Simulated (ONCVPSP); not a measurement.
## tungsten (W), ONCV: configuration errors across variants

```json
{
  "Element": "W",
  "Generator": "ONCVPSP 4.0.1",
  "Type": "optimised norm-conserving Vanderbilt (ONCV)",
  "Functional": "revPBE",
  "Relativity": "scalar-relativistic",
  "Frozen core": "[Kr] 4d10 4f14",
  "Valence charge": "14",
  "Reference configuration": "5s2 5p6 5d4 6s1 (charge +1)",
  "Partial waves": "5s+6s: rc 2.05 bohr, ncon 3, nbas 6, qcut 5.2 1/bohr, 3 projectors, debl 1.2 Ha; 5p: rc 1.95 bohr, ncon 3, nbas 6, qcut 6 1/bohr, 2 projectors, debl 1.8 Ha; 5d: rc 1.90 bohr, ncon 4, nbas 7, qcut 4.3 1/bohr, 2 projectors, debl 0.9 Ha",
  "Local potential": "polynomial inside 1.35 bohr (lpopt 5, dvloc0 3 Ha)",
  "Core correction": "Teter function fitted to the true core (icmod 2), fcfact 0.2"
}
```

In the p channel the program set the typed energies aside and used -1.862, 0.250 Ha.

All-electron excitation energies from the reference (eV): (1) 5s2 5p6 5d4 6s2 -8.805; (2) 5s2 5p6 5d4 6s0 15.544; (3) 5s2 5p6 5d3 6s0 40.823; (4) 5s1 5p6 5d4 6s2 76.559.

Errors AE − PS in meV (a dash: test not solved or not reliable):

```tsv
change	(1)	(2)	(3)	(4)	bound ghosts	GHOST(+) flags above zero
base	+1.6	-5.7	-6.3	-816	none	s, d
d: rc 1.3; local potential polynomial inside 1.30 bohr (lpopt 5, dvloc0 3 Ha)	+1.5	-5.7	-6.2	-781	none	none
d: rc 1.72	+1.4	-5.9	-6.7	-800	none	s, d
d: rc 2.02	+1.9	-5.5	-4.8	-833	none	s
d: rc 2.26	+2.5	-5.5	-0.5	-868	none	s
d: rc 2.42	+2.9	-6.1	+4.4	-895	none	s, d
d: rc 2.62	+3.1	-8.2	+15	-933	none	s, d
d: rc 2.78	+3.0	-11	+26	-961	none	s, d
```

(1) Give the same row for: d: rc 1.56.

Answers

(1) +1.4, -5.9, -6.8, -789; bound ghosts: none; GHOST(+) flags above zero: s.
